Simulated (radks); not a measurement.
Values are calculated unless marked as measured or tabulated.
Problem. Excited configurations of the boron ion B+: one electron is placed in a higher orbital outside [He] 2s1. The ground configuration is [He] 2s2. Level of theory: non-relativistic Kohn-Sham, PBEsol, spin-polarised, spherical densities, point nucleus; open shells are filled with parallel spins first (a radial shooting solver on a logarithmic mesh with Libxc functionals). Excitation = E - E(ground); binding = E(ion) - E, where the ion is the core of charge +2; n* = 2/sqrt(2 binding) in atomic units, and the quantum defect is n - n*.

outer orbital  excitation (eV)  binding (eV)     n*  quantum defect  eigenvalue (eV)  <r> (bohr)
2p                       4.136        20.279  1.638           0.362          -14.484       1.799
4f                      20.872         3.542  3.920           0.080           -2.577       8.725
5d                      21.849         2.565  4.606           0.394           -2.032       15.27
6d                      22.619         1.796  5.505           0.495           -1.453       22.62
7s                      22.949         1.466  6.094           0.906           -1.214       29.61
7f                      23.147         1.268  6.553           0.447           -1.025       31.45

Estimate the row for 6p.

Solution. excitation (eV) 22.531; binding (eV) 1.884; n* 5.375; quantum defect 0.625; eigenvalue (eV) -1.539; <r> (bohr) 22.46. The Delta-SCF ionisation energy is 24.414 eV (NIST Atomic Spectra Database: 25.155 eV, measured). Self-interaction in the functional shifts the binding energies and quantum defects, so they are the method's values and not measured ones.
